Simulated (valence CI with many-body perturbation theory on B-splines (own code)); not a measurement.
# Cs³¹⁺: E2, M1 decay

Method: relativistic CI+MBPT: six valence electrons over a frozen Dirac-Fock core [Ar], a basis of 7 s, 7 p, 8 d, 6 f, 4 g, 1 h functions for each j, with the one-electron correlation potential Σ1, the two-electron term Σ2, the three-electron term Σ3, Breit, model QED; selected CI, second order for the rest, scaled by the run's own slope (own B-spline code, finite nucleus).

No measured spectrum was set against this ion. As an estimate, large intervals hold to a few tenths of a per cent, small ones and those within an open d or f shell to about a per cent. Core correlation moves these levels by up to 8700 cm⁻¹, and in measured spectra 5 to 20 % of such shifts remained as error; rates that hang on mixing are uncertain with them. Among the levels kept, up to 980 cm⁻¹ of a level comes from second order outside the variational space, and about a tenth of that is noise between levels of different J, which matters for small intervals. Only levels of the ground parity were solved; by the run's estimate the other parity begins above the list, which can be wrong where configurations are misplaced.

Lines 1 to 50 of 120 in falling wavelength, among levels below 709730 cm⁻¹, chosen from the decays that carry over 1 % of a level's rate. Wavelengths and rates use the calculated energies. Electric multipoles are in the length gauge, E1 and E2 with the static RPA response of the core. S is in atomic units (e²a₀⁴ for E2 and M2, e²a₀⁶ for E3), for M1 in squared Bohr magnetons. Weak lines are less certain than strong ones. Lines between different terms over intervals too small for the method are left out, as are lines whose strength nearly cancels. The highest levels of a list are the least certain.

Levels are named by their leading jj configuration (3d3/2^4 stands for four electrons in 3d with j = 3/2), which in mixed levels can hold well under half, so a name can repeat and another be missing. Letters in brackets count levels of one name in rising energy.

```tsv
λ vac (nm)	Upper	Lower	Type	A (s⁻¹)	S (a.u.)
687.5	(3d3/2^3 3d5/2^3) J=0	(3d3/2^3 3d5/2^3) J=1 [b]	M1	4.82e+01	5.81e-01
486.7	(3d3/2^3 3d5/2^3) J=1 [a]	(3d3/2^4 3d5/2^2) J=0	M1	2.35e+02	3.01e+00
277.6	(3d3/2^3 3d5/2^3) J=1 [b]	(3d3/2^2 3d5/2^4) J=2 [a]	M1	8.28e+02	1.97e+00
272.9	(3d3/2^3 3d5/2^3) J=5	(3d3/2^3 3d5/2^3) J=4 [a]	M1	5.00e+02	4.15e+00
259.9	(3d3/2^4 3d5/2^2) J=2	(3d3/2^4 3d5/2^2) J=4	E2	4.84e-03	2.56e-03
257.3	(3d3/2^2 3d5/2^4) J=5	(3d3/2^3 3d5/2^3) J=4 [b]	M1	8.81e+02	6.12e+00
246.7	(3d3/2^3 3d5/2^3) J=2 [b]	(3d3/2^2 3d5/2^4) J=2 [a]	M1	3.23e+02	8.99e-01
216.5	(3d3/2^2 3d5/2^4) J=3 [b]	(3d3/2^2 3d5/2^4) J=4 [a]	M1	1.08e+03	2.83e+00
186.6	(3d3/2^3 3d5/2^3) J=3 [a]	(3d3/2^4 3d5/2^2) J=2	M1	2.47e+03	4.17e+00
182.2	(3d3/2^3 3d5/2^3) J=4 [b]	(3d3/2^3 3d5/2^3) J=3 [b]	M1	1.01e+03	2.04e+00
179.1	(3d3/2^4 3d5/2^2) J=0	(3d3/2^4 3d5/2^2) J=2	E2	8.84e-02	1.45e-03
159.5	(3d3/2^2 3d5/2^4) J=4 [c]	(3d3/2^2 3d5/2^4) J=4 [b]	M1	8.27e+02	1.12e+00
156.5	(3d3/2^3 3d5/2^3) J=3 [c]	(3d3/2^2 3d5/2^4) J=2 [a]	M1	5.94e+02	5.90e-01
154.6	(3d3/2^3 3d5/2^3) J=1 [b]	(3d3/2^3 3d5/2^3) J=2 [a]	M1	5.99e+02	2.46e-01
153.5	(3d3/2^3 3d5/2^3) J=2 [b]	(3d3/2^3 3d5/2^3) J=3 [b]	M1	2.34e+03	1.57e+00
147.7	(3d3/2^2 3d5/2^4) J=3 [b]	(3d3/2^3 3d5/2^3) J=4 [b]	M1	2.70e+03	2.26e+00
145.6	(3d3/2^3 3d5/2^3) J=3 [b]	(3d3/2^3 3d5/2^3) J=4 [a]	M1	2.47e+03	1.98e+00
135.2	(3d3/2^3 3d5/2^3) J=2 [a]	(3d3/2^3 3d5/2^3) J=1 [a]	M1	2.67e+03	1.22e+00
130.9	(3d3/2^3 3d5/2^3) J=1 [a]	(3d3/2^4 3d5/2^2) J=2	M1	1.94e+04	4.83e+00
129.8	(3d3/2^2 3d5/2^4) J=4 [b]	(3d3/2^3 3d5/2^3) J=3 [c]	M1	1.14e+03	8.33e-01
129.8	(3d3/2^2 3d5/2^4) J=2 [b]	(3d3/2^3 3d5/2^3) J=3 [c]	M1	6.11e+02	2.47e-01
125.0	(3d3/2^2 3d5/2^4) J=3 [a]	(3d3/2^2 3d5/2^4) J=2 [a]	M1	5.69e+02	2.88e-01
121.9	(3d3/2^2 3d5/2^4) J=1	(3d3/2^3 3d5/2^3) J=0	M1	5.56e+03	1.12e+00
115.0	(3d3/2^3 3d5/2^3) J=4 [b]	(3d3/2^3 3d5/2^3) J=5	M1	2.72e+02	1.38e-01
112.9	(3d3/2^3 3d5/2^3) J=3 [c]	(3d3/2^3 3d5/2^3) J=3 [b]	M1	1.86e+03	6.94e-01
112.2	(3d3/2^2 3d5/2^4) J=4 [b]	(3d3/2^2 3d5/2^4) J=4 [a]	M1	3.43e+03	1.61e+00
108.6	(3d3/2^3 3d5/2^3) J=3 [a]	(3d3/2^4 3d5/2^2) J=4	M1	2.07e+04	6.87e+00
108.6	(3d3/2^2 3d5/2^4) J=1	(3d3/2^3 3d5/2^3) J=2 [b]	M1	8.91e+03	1.27e+00
108.0	(3d3/2^3 3d5/2^3) J=3 [c]	(3d3/2^3 3d5/2^3) J=2 [a]	M1	3.94e+03	1.29e+00
103.5	(3d3/2^2 3d5/2^4) J=1	(3d3/2^3 3d5/2^3) J=1 [b]	M1	9.00e+03	1.11e+00
103.4	(3d3/2^3 3d5/2^3) J=2 [a]	(3d3/2^3 3d5/2^3) J=3 [a]	M1	1.77e+03	3.63e-01
102.1	(3d3/2^2 3d5/2^4) J=3 [b]	(3d3/2^2 3d5/2^4) J=2 [a]	M1	1.22e+03	3.37e-01
100.8	(3d3/2^2 3d5/2^4) J=2 [c]	(3d3/2^2 3d5/2^4) J=3 [b]	M1	2.37e+03	4.50e-01
99.21	(3d3/2^3 3d5/2^3) J=3 [b]	(3d3/2^3 3d5/2^3) J=3 [a]	M1	4.04e+03	1.02e+00
98.44	(3d3/2 3d5/2^5) J=2	(3d3/2 3d5/2^5) J=1	M1	6.20e+03	1.10e+00
97.44	(3d3/2^2 3d5/2^4) J=2 [a]	(3d3/2^3 3d5/2^3) J=1 [a]	M1	1.03e+04	1.76e+00
95.29	(3d3/2^2 3d5/2^4) J=2 [b]	(3d3/2^3 3d5/2^3) J=1 [b]	M1	1.97e+03	3.16e-01
92.22	(3d3/2^2 3d5/2^4) J=4 [a]	(3d3/2^3 3d5/2^3) J=5	M1	1.43e+04	3.74e+00
92.00	(3d3/2^2 3d5/2^4) J=3 [a]	(3d3/2^3 3d5/2^3) J=2 [a]	M1	7.30e+03	1.48e+00
85.39	(3d3/2^2 3d5/2^4) J=2 [c]	(3d3/2^2 3d5/2^4) J=3 [a]	M1	7.74e+03	8.93e-01
81.57	(3d3/2^2 3d5/2^4) J=3 [b]	(3d3/2^3 3d5/2^3) J=3 [b]	M1	1.81e+04	2.55e+00
80.93	(3d3/2^3 3d5/2^3) J=4 [b]	(3d3/2^3 3d5/2^3) J=4 [a]	M1	1.17e+04	2.06e+00
80.90	(3d3/2^2 3d5/2^4) J=4 [c]	(3d3/2^2 3d5/2^4) J=3 [a]	M1	2.28e+03	4.02e-01
80.73	(3d3/2 3d5/2^5) J=4	(3d3/2^2 3d5/2^4) J=4 [b]	M1	1.26e+03	2.20e-01
80.52	(3d3/2^3 3d5/2^3) J=4 [a]	(3d3/2^4 3d5/2^2) J=4	M1	3.21e+04	5.59e+00
79.73	(3d3/2^2 3d5/2^4) J=2 [a]	(3d3/2^3 3d5/2^3) J=3 [a]	M1	6.15e+04	5.78e+00
79.58	(3d3/2^2 3d5/2^4) J=5	(3d3/2^3 3d5/2^3) J=6	M1	2.22e+04	4.57e+00
79.49	(3d3/2^2 3d5/2^4) J=5	(3d3/2^3 3d5/2^3) J=5	M1	1.10e+04	2.26e+00
78.96	(3d3/2^2 3d5/2^4) J=3 [b]	(3d3/2^3 3d5/2^3) J=2 [a]	M1	8.41e+03	1.07e+00
75.40	(3d3/2^2 3d5/2^4) J=1	(3d3/2^2 3d5/2^4) J=2 [a]	M1	3.50e+03	1.67e-01
```
